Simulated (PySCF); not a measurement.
Ligand exchange on a metal centre used in film growth or etching (Cd F-Br). Gas-phase values, no solvent.

The HOMO from two functionals at the same geometries (BP86-D3(BJ)/def2-SVP), both in PySCF: PBE-D3(BJ)/def2-TZVP and TPSSh-D3(BJ)/def2-TZVP. 

| species | PBE-D3(BJ)/def2-TZVP (eV) | TPSSh-D3(BJ)/def2-TZVP (eV) |
|---|---|---|
| 0 of 2 F replaced by Br ([Cd(F)2]) | -8.15 | -8.98 |
| 1 of 2 F replaced by Br ([Cd(F)(Br)]) | -7.38 | -7.95 |
| 2 of 2 F replaced by Br ([Cd(Br)2]) | -7.14 | -7.72 |

Over these rows, drawn at random from the members with no instability flagged (it was tested for open shells, ions and some series alone), PBE minus TPSSh-D3(BJ): mean +0.66 eV, from +0.58 eV to +0.83 eV.
